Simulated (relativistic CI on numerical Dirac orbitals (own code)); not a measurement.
## What each ingredient does to the levels of As12+

Base calculation: Dirac-Coulomb-Breit CI, orbitals from a KLI potential per configuration, model QED (radiative potential, 1s self-energy scaled to tabulated hydrogen-like ionisation energies), unscaled Slater integrals.

CI space (outside the closed core [Ne]): 3s2 3p6 3d3, 3s2 3p5 3d4, 3s 3p6 3d4, 3s2 3p6 3d2 4s, 3s2 3p6 3d2 4p, 3s2 3p6 3d2 4d, 3s2 3p6 3d2 4f, 3s2 3p6 3d 4s 4p, 3s2 3p5 3d3 4s, 3s2 3p6 3d2 5s, 3p6 3d5, 3p5 3d6, 3s2 3p6 3d 4s2, 3s2 3p6 4s2 4p, 3s2 3p6 4s2 4d, 3s2 3p6 4s2 4f, 3s2 3p6 3d 4p2, 3s2 3p6 4s 4p2, 3s2 3p6 4p3, 3s2 3p6 4p2 4d, 3s2 3p6 4p2 4f, 3s2 3p6 3d 4s 4d, 3s2 3p6 4s 4p 4d, 3s2 3p6 4s 4d2, 3s2 3p6 4s 4d 4f. Double excitations out of closed p, d and f shells are left out; levels of such configurations are missing from the list, as are those of other unlisted configurations, and high levels can miss mixing partners. These lack a partner that the ground configuration has and come out too high: 3s2 3p5 3d3 4s.

The lowest level and the first level of each name with at least 55 % of one term (blank where a level has no safe partner in the second run):

```csv
Level,Base (cm⁻¹),Shift (cm⁻¹)
3s2 3p6 3d3 4F_3/2,0,0
3s2 3p6 3d3 4F_5/2,3136,-13
3s2 3p6 3d3 4F_7/2,6953,-27
3s2 3p6 3d3 4F_9/2,11136,-40
3s2 3p6 3d3 4P_1/2,38619,-10
3s2 3p6 3d3 4P_3/2,38651,-5
3s2 3p6 3d3 2G_7/2,42615,-19
3s2 3p6 3d3 4P_5/2,43677,-29
3s2 3p6 3d3 2G_9/2,45277,-24
3s2 3p6 3d3 2D_3/2,53771,-15
3s2 3p6 3d3 2P_1/2,56479,-26
3s2 3p6 3d3 2H_9/2,59528,-39
3s2 3p6 3d3 2H_11/2,60505,-35
3s2 3p6 3d3 2D_5/2,62596,-35
3s2 3p6 3d3 2P_3/2,65938,-54
3s2 3p6 3d3 2F_7/2,93033,-25
3s2 3p6 3d3 2F_5/2,94644,-27
3s2 3p5 3d4 6D°_9/2,633169,+27
3s2 3p5 3d4 6D°_7/2,633169,+35
3s2 3p5 3d4 6D°_5/2,634780,+36
3s2 3p5 3d4 6D°_3/2,637332,+32
3s2 3p5 3d4 6D°_1/2,639851,+23
```

At this charge energies of transitions that change n are usually good to better than 1 %, and those within a shell (Δn = 0) to a few per cent. Terms inside the open d or f shell come out 10 to 20 % too wide with unscaled integrals.

Question: One thing was changed in a second run, which moved the levels as shown. Which?
A. QED terms removed
B. non-relativistic limit
C. Breit term removed
D. valence Slater integrals scaled by 0.9
E. configuration mixing switched off

Answer: A. QED terms removed. QED shifts follow the density of s (and p1/2) electrons at the nucleus, so configurations move by their count of such electrons; where none moves, the smaller shifts of p3/2 electrons and of j = l + 1/2 against j = l − 1/2 set the pattern.

LS names give the leading component of a level, which can be under half, so a name can repeat, a term be missing and a line seem to break the LS rules.
